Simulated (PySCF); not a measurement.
SMILES C#C[C@H]1N[C@H]1CCC, C7H11N

Molfile (atoms numbered from 1):
```
C7H11N
     RDKit          3D

 19 19  0  0  0  0  0  0  0  0999 V2000
    2.5569    0.0060    1.5943 C   0  0  0  0  0  0  0  0  0  0  0  0
    2.1879    0.3600    0.5101 C   0  0  0  0  0  0  0  0  0  0  0  0
    1.7467    0.7178   -0.8021 C   0  0  1  0  0  0  0  0  0  0  0  0
    1.5970   -0.2989   -1.8351 N   0  0  0  0  0  0  0  0  0  0  0  0
    0.4011    0.2891   -1.2837 C   0  0  1  0  0  0  0  0  0  0  0  0
   -0.5232   -0.4933   -0.3820 C   0  0  0  0  0  0  0  0  0  0  0  0
   -1.3401    0.4345    0.5174 C   0  0  0  0  0  0  0  0  0  0  0  0
   -2.2346   -0.3510    1.4674 C   0  0  0  0  0  0  0  0  0  0  0  0
    2.8871   -0.2715    2.5503 H   0  0  0  0  0  0  0  0  0  0  0  0
    2.1496    1.6580   -1.1678 H   0  0  0  0  0  0  0  0  0  0  0  0
    1.7772   -1.2411   -1.4987 H   0  0  0  0  0  0  0  0  0  0  0  0
   -0.1039    0.9601   -1.9729 H   0  0  0  0  0  0  0  0  0  0  0  0
    0.0665   -1.1699    0.2429 H   0  0  0  0  0  0  0  0  0  0  0  0
   -1.1967   -1.0982   -0.9960 H   0  0  0  0  0  0  0  0  0  0  0  0
   -1.9525    1.0923   -0.1036 H   0  0  0  0  0  0  0  0  0  0  0  0
   -0.6552    1.0598    1.0946 H   0  0  0  0  0  0  0  0  0  0  0  0
   -2.8149    0.3239    2.0917 H   0  0  0  0  0  0  0  0  0  0  0  0
   -1.6338   -0.9862    2.1148 H   0  0  0  0  0  0  0  0  0  0  0  0
   -2.9249   -0.9822    0.9116 H   0  0  0  0  0  0  0  0  0  0  0  0
  1  2  3  0
  2  3  1  0
  3  4  1  0
  4  5  1  0
  5  6  1  0
  6  7  1  0
  7  8  1  0
  5  3  1  0
  1  9  1  0
  3 10  1  6
  4 11  1  0
  5 12  1  6
  6 13  1  0
  6 14  1  0
  7 15  1  0
  7 16  1  0
  8 17  1  0
  8 18  1  0
  8 19  1  0
M  END
```

The calculation used TDDFT B3LYP/def2-SVPD circular dichroism and optical rotation, one conformer, gas phase (PySCF). Geometry: GFN2-xTB.

The molecule is flexible and this is one conformer; a measurement averages over conformers. States above about 6.7 eV (minus the energy of the highest occupied orbital) lie near or above the ionisation threshold and depend on the basis.

Stereocentres: C3 R, C5 S.

Question: What is the specific rotation at 633, 589.3, 546, 436, 405, 365, 355 nm?

Answer: [α] in deg dm⁻¹ (g/mL)⁻¹:
```csv
λ (nm),origin-invariant length gauge,modified velocity gauge,length gauge (centre of mass),isotropic polarisability (au)
633,+184.7,+172.9,+184.7,90.3
589.3,+216.2,+202.4,+216.1,90.6
546,+256.3,+240.1,+256.3,91.1
436,+432.0,+405.2,+432.1,92.9
405,+517.0,+485.2,+517.2,93.7
365,+672.3,+631.4,+672.8,95.2
355,+722.6,+678.9,+723.2,95.7
```

Question: And for the mirror image at 589.3 nm?

Answer: -216.2 deg dm⁻¹ (g/mL)⁻¹ (origin-invariant length gauge): the same size and the opposite sign.

Question: What is the molar rotation [Φ] = [α]·M/100 of the geometry above at 589.3 nm?

Answer: With M = 109.17 g/mol, +236.0 deg cm² dmol⁻¹ (origin-invariant length gauge).

The first excitation lies at 5.90 eV (210 nm) with R = -16.4 × 10⁻⁴⁰ esu² cm² (velocity form).
